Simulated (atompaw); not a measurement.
**Plane-wave convergence, PAW (atompaw) potential for Pm (Z = 61)**

```
Element                 : promethium
Generator               : atompaw 4.2.0.5
Type                    : PAW
Functional              : PBEsol
Relativity              : scalar-relativistic
Frozen core             : [Kr] 4d10 4f4
Valence charge          : 11
Reference configuration : 5s2 5p6 5d1 6s0.5 6p0 (charge +1.5)
Partial waves           : 5s (bound): rc 2.45 bohr; 6s (bound): rc 2.65 bohr; 5p (bound): rc 1.85 bohr; 6p (bound, empty): rc 2.65 bohr; 5d (bound): rc 2.65 bohr; 5d channel at -0.4 Ry: rc 2.65 bohr
Local potential         : bessel scheme, radius 2.50 bohr
Core correction         : smooth core density matched at 2.40 bohr
Augmentation charge     : gaussian compensation charge, radius 2.15 bohr; PAW radius 2.65 bohr; waves and projectors: custom polynom gramschmidtortho
```

The pseudo-atom Hamiltonian at the reference potential is diagonalised in spherical Bessel functions j_l(qr) that vanish at 20 bohr, with q² up to the cutoff. All-electron valence levels (Ry): 5s -4.0318, 6s -0.8482, 5p -2.5680, 6p -0.5785, 5d -0.8623.

**Question.** How do the lowest levels (Ry) of each channel move with the cutoff, and are there ghosts?

**Answer.**

```
cutoff (Ry)     s #1     s #2     s #3     p #1     p #2     p #3     d #1     d #2     f #1  Σ f·Δε (mRy)
          8  -4.0298  -0.8478  -0.3224  -2.4269  -0.5751  -0.2358  -0.8427  -0.2807  -0.1940         870.1
         10  -4.0311  -0.8479  -0.3224  -2.5296  -0.5780  -0.2366  -0.8584  -0.2836  -0.1941         235.9
         12  -4.0311  -0.8480  -0.3224  -2.5598  -0.5782  -0.2366  -0.8616  -0.2842  -0.1941          51.0
         15  -4.0315  -0.8481  -0.3225  -2.5673  -0.5783  -0.2366  -0.8618  -0.2842  -0.1941           5.4
         18  -4.0318  -0.8482  -0.3225  -2.5674  -0.5784  -0.2367  -0.8620  -0.2842  -0.1941           3.6
         21  -4.0318  -0.8482  -0.3225  -2.5675  -0.5784  -0.2367  -0.8622  -0.2843  -0.1941           3.0
         25  -4.0318  -0.8482  -0.3225  -2.5678  -0.5785  -0.2367  -0.8622  -0.2843  -0.1941           1.2
         30  -4.0318  -0.8482  -0.3225  -2.5680  -0.5785  -0.2367  -0.8623  -0.2843  -0.1941           0.2
         35  -4.0318  -0.8482  -0.3225  -2.5680  -0.5785  -0.2367  -0.8623  -0.2843  -0.1941           0.1
         40  -4.0318  -0.8482  -0.3225  -2.5680  -0.5785  -0.2367  -0.8623  -0.2843  -0.1941           0.1
        400  -4.0318  -0.8482  -0.3225  -2.5680  -0.5785  -0.2367  -0.8623  -0.2843  -0.1941           0.0
```

Result: no extra level below or beside the all-electron valence levels (s, p, d, f tested); 10 mRy is reached at 15 Ry and 1 mRy at 30 Ry.
